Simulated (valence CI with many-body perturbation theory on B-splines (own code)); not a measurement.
**Questions on Dy32+**

Calculated by valence CI with perturbative core correlation (CI+MBPT): six valence electrons over a frozen Dirac-Fock core [Ar] 3d10, a basis of 9 s, 9 p, 8 d, 6 f, 3 g, 1 h functions for each j, with the one-electron correlation potential Σ1, the two-electron term Σ2, the three-electron term Σ3, Breit, model QED; selected CI, second order for the rest, scaled by the run's own slope (own B-spline code, finite nucleus).

No measured spectrum was set against this ion. As an estimate, large intervals hold to a few tenths of a per cent, small ones and those within an open d or f shell to about a per cent. Among the levels kept, up to 640 cm⁻¹ of a level comes from second order outside the variational space, and about a tenth of that is noise between levels of different J, which matters for small intervals.

Levels are named by their leading jj configuration (3d3/2^4 stands for four electrons in 3d with j = 3/2), which in mixed levels can hold well under half, so a name can repeat and another be missing.

Rates and lifetimes use the calculated energies. Strong lines usually hold to 10 to 20 %, long lifetimes can be off by a factor of two.

(1) What is the ground level?

(2) Where does the other parity begin?

(3) Name the longest-lived excited levels whose lifetime is computed, and their main decay.

(4) What is the ionisation energy?

(5) What are the static dipole polarisabilities of the lowest levels?

(6) How well does LS coupling describe the low levels?

(7) Among levels below 1683000 cm⁻¹, which E1 lines absorb most strongly from the ground level?

Answers

(1) (4s^2 4p1/2^2 4p3/2^2) J=2, composition 70 % 4s2.4p4 3P + 28 % 4s2.4p4 1D, g = 1.354.

(2) At (4s^2 4p1/2^2 4p3/2 4d3/2) J=2, 992570 cm⁻¹.

(3) (4s^2 4p1/2^2 4p3/2^2) J=0 at 58629 cm⁻¹ lives 249 ms, mostly by E2 to (4s^2 4p1/2^2 4p3/2^2) J=2; (4s^2 4p1/2^2 4p3/2 4d5/2) J=4 at 1103900 cm⁻¹ lives 122 μs, mostly by M1 to (4s^2 4p1/2^2 4p3/2 4d3/2) J=3; (4s^2 4p1/2 4p3/2^2 4d3/2) J=4 at 1428100 cm⁻¹ lives 5.24 μs, mostly by M1 to (4s^2 4p1/2^2 4p3/2 4d3/2) J=3.

(4) 1326.8 eV; NIST lists 1325 ± 4 eV (theoretical).

(5) (4s^2 4p1/2^2 4p3/2^2) J=2 0.0740 (tensor 0.00077); (4s^2 4p1/2^2 4p3/2^2) J=0 0.0738; (4s^2 4p1/2 4p3/2^3) J=1 0.0805 (tensor -0.0023); (4s^2 4p1/2 4p3/2^3) J=2 0.0802 (tensor -0.0051) bohr³, of which the core gives 0.00382.

(6) Among the lowest 20 levels the leading LS term, summed over configurations, holds 50 % on average. For single configurations the figures are 45 % in LS and 80 % in jj coupling. Terms mix most in the J = 3 level at 1188700 cm⁻¹, where the leading one holds 28 %.

(7) to (4s^2 4p1/2 4p3/2^2 4d3/2) J=3 at 6.508 nm, f = 0.900; to (4s^2 4p1/2 4p3/2^2 4d3/2) J=2 at 6.542 nm, f = 0.590; to (4s^2 4p1/2^2 4p3/2 4d5/2) J=3 at 8.412 nm, f = 0.326.
